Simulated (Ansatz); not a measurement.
`C=[CH][GeH][F]` radical, relaxed with UKS PBE-D4/def2-SVP in Ansatz from a rough embedded geometry. The force threshold is 0.03 eV/Å; the program also tests the step.

Charge 0, multiplicity 2.

Start:

```xyz
8

C    -1.013   -0.631    0.184
C    -0.360    0.041   -0.665
Ge    1.361    0.756   -0.204
F     1.162    1.911    1.071
H    -2.008   -1.098   -0.046
H    -0.662   -0.853    1.221
H    -0.784    0.228   -1.678
H     2.303   -0.353    0.118
```

Problem. How much energy does the relaxation release, and in how many steps? (Best estimate.)

Solution. Ansatz gave: 55.68 kJ/mol, in 14 steps, 1 of them rejected.

Problem. Which bonds change most? (Best estimate.)

Solution. The calculation gave: C1–C2 from 1.265 to 1.350 Å; Ge3–H8 from 1.491 to 1.574 Å; Ge3–F4 from 1.732 to 1.776 Å; C2–Ge3 from 1.920 to 1.947 Å.

Problem. Give the relaxed structure. (Best estimate.)

Solution. Computed: 
```xyz
8

C    -1.220   -0.443    0.246
C    -0.286   -0.119   -0.672
Ge    1.283    0.923   -0.176
F     1.220    0.974    1.598
H    -2.123   -1.019   -0.021
H    -1.103   -0.156    1.305
H    -0.418   -0.389   -1.735
H     2.647    0.229   -0.544
```
